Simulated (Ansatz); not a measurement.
Input for Ansatz (a first-principles code): R-r2SCAN/def2-TZVPPD on AsH5S (a complex), monomers drawn apart or pushed together. Files ending in .json are basis or fitting sets from the Basis Set Exchange.

Ansatz 0.2 input:
```yaml
crystal:
  periodic: [false, false, false]
  atoms:
    - {symbol: S, position_ang: [-0.28019333, 0.37876062, 0.35636734]}
    - {symbol: H, position_ang: [-0.42542070, -0.95568377, 0.34686382]}
    - {symbol: H, position_ang: [1.00566485, 0.29105727, 0.73162682]}
    - {symbol: As, position_ang: [0.03345194, -1.02159333, 5.43337149]}
    - {symbol: H, position_ang: [-1.43595890, -1.26345920, 5.11495645]}
    - {symbol: H, position_ang: [-0.17375503, 0.48306669, 5.53860552]}
    - {symbol: H, position_ang: [-0.19326402, -1.22226479, 6.93090171]}
basis:
  gaussian:
    orbitals: def2-TZVPPD.json
hamiltonian:
  xc: {name: r2SCAN}
scf: {lower_state_search: off}
```

The log:

```
WARN ansatz: RAYON_NUM_THREADS=1 ignored (pool sized by the plan → 1); use --threads N
Functional definition: r2SCAN
these checks for a lower state are left out or cut short: stability, starts, cluster_reference, orbital_swaps, neighbouring_geometries, increment
integrals: 0.09 GiB planned
1020 factors; their error is unknown
mean field: 0.63 GiB planned
mean field evaluation 1: about -71756.1924 eV, gradient 2.0e1 eV
mean field evaluation 2: about -71756.5828 eV, gradient 1.7e1 eV
mean field evaluation 4: about -71757.1504 eV, gradient 8.4e-1 eV
mean field evaluation 8: about -71757.1297 eV, gradient 2.1e-1 eV
mean field evaluation 16: about -71757.1297 eV, gradient 3.8e-6 eV
mean field -71757.12971806 eV, -2637.0258784091 hartree, gradient 1.7e-6 eV, S^2 0.000000; 0 other end points of the search recorded, 0 dependent functions left out
reference -71757.12973869 eV, -2637.0258791674 hartree; 27, 27 occupied and 163, 163 virtual orbitals, 1020 factors
Total energy: -71757.12973869 eV, -2637.0258791674 hartree
Checks for a lower state left out: stability, starts, cluster_reference, orbital_swaps, neighbouring_geometries, increment
```

The calculation finished and met its thresholds.

Cost: very roughly 3 core-seconds.
